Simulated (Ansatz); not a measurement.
H8N3Si3, SMILES N1[SiH]N[SiH2]N[SiH2]1 (connectivity only; charge and spin as stated), charge +1, multiplicity 1.

Geometry optimised at ωB97X-D3(BJ)/def2-SVP. The spin state was assumed, not searched. The isomer is the one that the SMILES or the coordinates give; other isomers of the formula were not compared.

Two levels are set side by side: PBE/def2-SVPD (Ansatz, a program for electronic structure) and PBE0/def2-SVPD (Ansatz). Energy differences of separate SCF runs at the same geometry; the states with an electron removed or added have multiplicity 2 and 2. Differences are taken from unrounded values.

```json
[
 {"quantity": "vertical ionisation energy (eV)", "PBE0": "14.08", "PBE": "13.80", "PBE minus PBE0": "-0.29"},
 {"quantity": "vertical electron affinity (eV)", "PBE0": "4.28", "PBE": "4.28", "PBE minus PBE0": "0.00"},
 {"quantity": "vertical singlet–triplet gap (eV)", "PBE0": "4.78", "PBE": "4.46", "PBE minus PBE0": "-0.32"}
]
```
